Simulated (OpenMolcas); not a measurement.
## What dynamic correlation does to the levels of Te3+

```json
{
 "Program": "OpenMolcas",
 "Basis": "ANO-R3 [8s7p5d4f3g2h]",
 "Scalar Hamiltonian": "X2C, finite nucleus",
 "Active space": "1 electron in 9 orbitals (RAS2 5p; RAS3 5d 6s, at most 1 electron)",
 "State averaging": "2S+1 = 2 odd, 3 roots; 2S+1 = 2 even, 6 roots",
 "Spin-orbit coupling": "state interaction with AMFI integrals over the reference wave functions, term energies averaged over their components"
}
```

Methods on the same reference wave functions:
A. RASSCF
B. SS-RASPT2, IPEA 0.25 Eh, imaginary shift 0.1 Eh (closed shells correlated: 4d 5s)
C. XMS-RASPT2, IPEA 0.25 Eh, imaginary shift 0.1 Eh (closed shells correlated: 4d 5s)

Energies in eV above 5s2 5p 2P* 1/2, the measured ground level; measured values from Moore, Atomic Energy Levels, vol. III, NSRDS-NBS 35 (1971 reprint of NBS Circular 467, 1958).

| Level | A | B | C | Measured |
| --- | --- | --- | --- | --- |
| 5s2 5p 2P* 1/2 | 0.0000 | 0.0000 | 0.0000 | 0.0000 |
| 5s2 5p 2P* 3/2 | 1.0104 | 1.010 | 1.010 | 1.1435 |
| 5s2 5d 2D 3/2 | 15.6254 | 14.905 | 14.792 | 15.8012 |
| 5s2 5d 2D 5/2 | 15.7536 | 15.033 | 14.920 | 15.8968 |
| 5s2 6s 2S 1/2 | 16.6026 | 16.760 | 16.841 | 16.5464 |

Deviations, from unrounded energies. A percentage is the sum of absolute deviations over the sum of measured energies, with the sign that they share, or ± where signs differ.

```
                  Against measurement  Levels      A      B      C
       mean absolute deviation (cm-1)       4   1000   4200   4900
fine structure of the ground term (%)       1  -11.6  -11.6  -11.6
             other configurations (%)       3   ±0.8   ±4.1   ±4.7
```

A lies closest to measurement on these levels and C furthest from it. The largest miss of A in the table is 5s2 5d 2D 3/2, by -1400 cm-1. The ranking rests on the paired levels alone, and a cruder setting can come out closer through cancelling errors.

Between B and C the level of the table that moves most is 5s2 5d 2D 3/2, by 910 cm-1 (lowest in C, highest in B). Moves below CASPT2's spread within the term are not significant.

The mean deviations of B to C differ by less than CASPT2's widest spread within a term (690 cm-1), so their order carries little weight.

The lowest spin-free term lies below A's lowest term by 0.558 hartree in B, 0.563 hartree in C.

CASPT2 does not keep the components of a term degenerate, so their means are used; among the terms shown or strongly mixed into the levels shown the widest spread is 690 cm-1 (5s2 5d 2D, C). Over all roots computed the reference weight is 0.86 to 0.92 in C; the roots of lowest weight are the least certain, and an intruder state may touch them. ANO sets are built for valence states and can reach diffuse excited orbitals poorly, and with the s shell closed the s pⁿ⁺¹ terms that mix with these levels are absent. With one active electron the reference holds no correlation, so core polarisation is missing (holds for A). With one active electron, CASPT2 adds the correlation within the correlated inactive shells and between them and that electron, and leaves the splitting within a term as the reference gives it (holds for B; C). Computed and measured levels are paired by configuration, term and J; levels that our copy of the source lacks, or whose pairing is in doubt (as where it misses far off the trend of its configuration), stay unpaired and out of the deviations. Levels of configurations outside the active space are missing.

* marks odd parity.
